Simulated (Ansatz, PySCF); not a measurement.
This Ansatz (an electronic-structure program) input computes a PBE/def2-TZVPD energy:

Ansatz 0.2 input:
```yaml
crystal:
  periodic: [false, false, false]
  atoms:
    - {symbol: C, position_ang: [-2.42378440, 0.00527456, 0.16041090]}
    - {symbol: C, position_ang: [-1.07798555, 0.30311103, 0.19688414]}
    - {symbol: C, position_ang: [0.02692804, -0.53967825, 0.33311347]}
    - {symbol: Cl, position_ang: [1.62681265, 0.10845838, -0.28493447]}
    - {symbol: H, position_ang: [-3.16491006, 0.78839470, 0.26682218]}
    - {symbol: H, position_ang: [-2.78352010, -1.01914476, 0.18235962]}
    - {symbol: H, position_ang: [-0.82792627, 1.36565531, 0.17773636]}
    - {symbol: H, position_ang: [-0.03040735, -1.59094188, 0.07451663]}
basis:
  gaussian:
    orbitals: def2-TZVPD
hamiltonian:
  xc: {name: PBE}
total_charge: -1
output: {forces: true}
```

Task: Write an input for the same energy in PySCF and say what it gives.

Result: 
```python
from pyscf import gto, scf, dft

mol = gto.M(
    atom='''
    C    -2.42378440    0.00527456    0.16041090
    C    -1.07798555    0.30311103    0.19688414
    C     0.02692804   -0.53967825    0.33311347
    Cl    1.62681265    0.10845838   -0.28493447
    H    -3.16491006    0.78839470    0.26682218
    H    -2.78352010   -1.01914476    0.18235962
    H    -0.82792627    1.36565531    0.17773636
    H    -0.03040735   -1.59094188    0.07451663
    ''',
    basis='def2-tzvpd',
    charge=-1,
    spin=0,
    verbose=4,
)

mf = dft.RKS(mol, xc='pbe').density_fit(auxbasis='def2-universal-jkfit')
mf.grids.level = 3
mf.conv_tol = 1e-9
mf.max_cycle = 100
mf.max_memory = 1500
mf.kernel()
if not mf.converged:
    mf = mf.newton()
    mf.kernel(mf.make_rdm1())
mf.analyze()
```
It gives -576.60094 Eh, and Ansatz -576.60086 Eh, a difference of 0.08 mEh, from the treatment of integrals and grids.

It need not be the lowest isomer of its formula. Whether it binds its extra electron was not tested at this geometry.
